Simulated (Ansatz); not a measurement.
Reactions of `[AlH2][N]=C[SiH3]`.

Calculated with Ansatz (gas phase, PBE0-D4/def2-TZVP geometries, no zero-point term in ΔE). CCSD(T)/CBS is the MP2 limit (def2-TZVPP, def2-QZVPP) plus CCSD(T) − MP2 in def2-TZVPP, frozen cores. This one scheme is used for every species. Double bonds are as drawn, so ΔE can hold a change between cis and trans. Each species was taken in one conformer, which may not be the lowest.

**Question.** Order these by ΔE at CCSD(T)/CBS, lowest first. (Estimate.)
A. `[AlH2]/[N]=C\[SiH3]` + `BNC=C` → `BN([SiH3])C=C` + `C=[N][AlH2]`
B. `[AlH2]/[N]=C\[SiH3]` + `N=C([SiH3])S` → `N=C([SiH3])S[SiH3]` + `C=[N][AlH2]`
C. `[AlH2]/[N]=C\[SiH3]` + `[SiH3]C#CS` → `[SiH3]C#CS[SiH3]` + `C=[N][AlH2]`
D. `[AlH2]/[N]=C\[SiH3]` + `O[SiH2][AlH2]` → `[AlH2][SiH2]O[SiH3]` + `C=[N][AlH2]`
E. `[AlH2]/[N]=C\[SiH3]` + `O[SiH](O)O` → `O[SiH](O)[O][AlH2]` + `N=C[SiH3]`
F. `[AlH2]/[N]=C\[SiH3]` + `NBN` → `N[B](N)[AlH2]` + `N=C[SiH3]`
G. `[AlH2]/[N]=C\[SiH3]` + `N[SiH2][SiH3]` → `[AlH2][NH][SiH2][SiH3]` + `N=C[SiH3]`
H. `[AlH2]/[N]=C\[SiH3]` + `CC(O)O` → `CC(O)[O][AlH2]` + `N=C[SiH3]`

**Answer.** D (-114.9 kJ/mol), E (-81.5 kJ/mol), C (-73.0 kJ/mol), B (-61.4 kJ/mol), H (-53.3 kJ/mol), A (-44.8 kJ/mol), G (-28.9 kJ/mol), F (+118.1 kJ/mol).

Largest T1 diagnostic: 0.015, for `[AlH2]/[N]=C\[SiH3]`.
